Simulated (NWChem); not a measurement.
# Correlation energy of HCl$_{2}$Ge

```
Ge
H 1 1.5580
Cl 1 2.1641 2 107.17
Cl 1 2.1641 2 107.17 3 -116.05
```
Charge 0, spin multiplicity 2.

The numbers come from NWChem runs, not from measurements. The geometry was optimised at UPBE0/def2-SVP, a minimum by its harmonic frequencies.

Basis set: 3-21G. Each correlation energy counts from its own Hartree-Fock reference.

```csv
method,correlation energy (mHa)
UMP2,-129.8
SCS-UMP2,-130.3
CCSD on UHF,-151.2
CCSD[T] on UHF,-154.6
CCSD(T) on UHF,-154.1
CCSD on ROHF,-152.3
CCSD[T] on ROHF,-155.9
CCSD(T) on ROHF,-155.4
```

The values span 26.1 mHa, from CCSD[T] on ROHF (lowest) to UMP2 (highest). 

The Hamiltonian is non-relativistic. The correlated methods keep 19 core orbitals frozen. The structure started from a generated list of species. The unpaired electrons of the parent sit in orbitals of symmetry a' (Cs labels of the run); other states weren't searched. The stability of the SCF solutions was not checked. Open-shell Hartree-Fock references start from PBE0 orbitals. Coupled-cluster values serve here as a point of comparison, not as the truth.
